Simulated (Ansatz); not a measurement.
`BC[SiH2][SiH3]` and `[SiH3][SiH2][CH2][InH2]` differ in one atom or group.

Ansatz, PBE0-D4/def2-TZVP geometries, multiplicity 1. Each molecule was computed in one conformer, which needn't be the lowest.

Elements past krypton have def2 core potentials.

```csv
property,`BC[SiH2][SiH3]`
HOMO energy (PBE0/def2-TZVPP) / eV,-8.23
HOMO energy (ωB97M-V/def2-TZVPP) / eV,-10.26
LUMO energy (PBE/def2-TZVPP) / eV,-2.39
"ideal-gas entropy at 298 K and 1 bar (rigid rotor, harmonic PBE0-D4/def2-TZVP) / J/(mol·K)",366
zero-point energy (PBE0-D4/def2-TZVP) / kJ/mol,234.6
HOMO–LUMO gap (PBE/def2-TZVPP) / eV,4.73
```

Task: Give the same properties after the change, and the shifts. (An estimate is asked.)

Result: The calculation gave: 
```json
{"property": "HOMO energy (PBE0/def2-TZVPP) / eV", "`[SiH3][SiH2][CH2][InH2]`": "-7.38", "shift": "0.85"}
{"property": "HOMO energy (ωB97M-V/def2-TZVPP) / eV", "`[SiH3][SiH2][CH2][InH2]`": "-9.48", "shift": "0.78"}
{"property": "LUMO energy (PBE/def2-TZVPP) / eV", "`[SiH3][SiH2][CH2][InH2]`": "-2.07", "shift": "0.32"}
{"property": "ideal-gas entropy at 298 K and 1 bar (rigid rotor, harmonic PBE0-D4/def2-TZVP) / J/(mol·K)", "`[SiH3][SiH2][CH2][InH2]`": "393", "shift": "27"}
{"property": "zero-point energy (PBE0-D4/def2-TZVP) / kJ/mol", "`[SiH3][SiH2][CH2][InH2]`": "209.4", "shift": "-25.2"}
{"property": "HOMO–LUMO gap (PBE/def2-TZVPP) / eV", "`[SiH3][SiH2][CH2][InH2]`": "4.23", "shift": "-0.50"}
```

With PBE0 the HOMO rises by 0.85 eV and the LUMO rises by 0.11 eV, so the gap narrows by about 0.74 eV. PBE moves the HOMO by 0.82 eV and ωB97M-V by 0.78 eV. Modes under 60 cm⁻¹, often nearly free rotors, make the harmonic entropy too high.

Positive LUMOs are unbound, so they and the gaps depend on the basis.
